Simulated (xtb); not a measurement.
Cl, charge -1, singlet; GFN1-xTB with ALPB(methanol) run with xtb.

xtb was given this input:
```
$ xtb mol.xyz --gfn 1 --chrg -1 --alpb methanol --json

# file mol.xyz
1

Cl     0.00000000     0.00000000     0.00000000
```

Question: Write the output that xtb gives for this input, abridged.

Answer: 
```
   ID    Z sym.   atoms
    1   17 Cl     1

           -------------------------------------------------
          |                Calculation Setup                |
           -------------------------------------------------

           -------------------------------------------------
          |                 G F N 1 - x T B                 |
           -------------------------------------------------

      * Solvation model:               ALPB
        Solvent                        methanol
        Parameter file                 internal GFN1-xTB/ALPB
        Dielectric constant                3.2700E+01
        Reference state                gsolv [1 M gas/solution]
        Free energy shift                  4.3754E-03 Eh       2.7456E+00 kcal/mol
        Temperature                        2.9815E+02 K
        Density                            7.9200E-01 kg/L
        Solvent mass                       3.2040E+01 g/mol
        Interaction kernel             P16
        Born radius scaling (c1)           1.7266E+00
        Born radii integrator          GBOBC
        Born offset                        0.0000E+00 a0       0.0000E+00 AA
        H-bond correction              true
        Ion screening                  false
        Surface tension                    1.0000E-05 Eh       1.5569E+01 dyn/cm
        Grid points                               230 per atom

          ...................................................
          :                      SETUP                      :
          :.................................................:
          :  # basis functions                  10          :
          :  # atomic orbitals                   9          :
          :  # shells                            3          :
          :  # electrons                         8          :
          :  # halogen bonds                     0          :
          :  max. iterations                   250          :
          :  Hamiltonian                  GFN1-xTB          :
          :  restarted?                      false          :
          :  GBSA solvation                   true          :
          :  PC potential                    false          :
          :  electronic temp.          300.0000000     K    :
          :  accuracy                    1.0000000          :
          :  -> integral cutoff          0.2500000E+02      :
          :  -> integral neglect         0.1000000E-07      :
[...]
         :: total energy              -4.631721884841 Eh    ::
[...]
         :: dispersion energy          0.000000000000 Eh    ::
         :: halogen bond corr.         0.000000000000 Eh    ::
         :: add. restraining           0.000000000000 Eh    ::
         :: total charge              -1.000000000000 e     ::
         :::::::::::::::::::::::::::::::::::::::::::::::::::::

           -------------------------------------------------
          |                Property Printout                |
           -------------------------------------------------

    * Orbital Energies and Occupations

         #    Occupation            Energy/Eh            Energy/eV
      -------------------------------------------------------------
         1        2.0000           -0.8366869             -22.7674
         2        2.0000           -0.4943821             -13.4528
         3        2.0000           -0.4943821             -13.4528
         4        2.0000           -0.4943821             -13.4528 (HOMO)
         5                          0.0181784               0.4947 (LUMO)
         6                          0.0181784               0.4947
         7                          0.0181784               0.4947
         8                          0.0181784               0.4947
         9                          0.0181784               0.4947
      -------------------------------------------------------------
                  HL-Gap            0.5125605 Eh           13.9475 eV
             Fermi-level           -0.2381019 Eh           -6.4791 eV

  Mulliken/CM5 charges         n(s)   n(p)   n(d)
     1Cl   -1.00000 -1.00000   2.000  6.000  0.000

Wiberg/Mayer (AO) data.
largest (>0.10) Wiberg bond orders for each atom

 ---------------------------------------------------------------------------
     #   Z sym  total        # sym  WBO       # sym  WBO       # sym  WBO
 ---------------------------------------------------------------------------
     1  17 Cl   0.000
 ---------------------------------------------------------------------------

 dipole moment from electron density (au)
     X       Y       Z
   0.0000   0.0000   0.0000  total (Debye):    0.000

           -------------------------------------------------
          | TOTAL ENERGY               -4.631721884841 Eh   |
          | GRADIENT NORM               0.000000000000 Eh/α |
          | HOMO-LUMO GAP              13.947480527465 eV   |
           -------------------------------------------------

normal termination of xtb
```
